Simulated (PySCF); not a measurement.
Excitation energy of O by level of theory

O [He] 2s2 2p4 (3P) → O [He] 2s1 2p4 3s1 (5P), as a difference of total energies. All numbers are calculated (PySCF 2.14, no relativity, point nucleus, in aug-cc-pVTZ with one added diffuse shell each of s, p, d, f type (6s5p4d3f, 62 functions)). Correlated levels: valence: 1s2 frozen. The calculations carry no spin-orbit coupling.

```tsv
method	excitation energy (eV)
UHF	22.682
MP2 (valence)	23.818
SCS-MP2 (valence)	23.958
CCSD (valence)	23.824
CCSD(T) (valence)	23.822
```

**Question.** How much does correlation contribute at CCSD(T) (valence)?

**Answer.** 23.822 − (22.682) = 1.140 eV, measured against UHF.

The upper state lies above the first ionisation limit, where it may autoionise and the basis confines it. A Rydberg-like electron needs more diffuse functions than a valence basis has.

The promoted electron is Rydberg-like, and one or two diffuse shells describe it only roughly, which tends to raise the upper state.
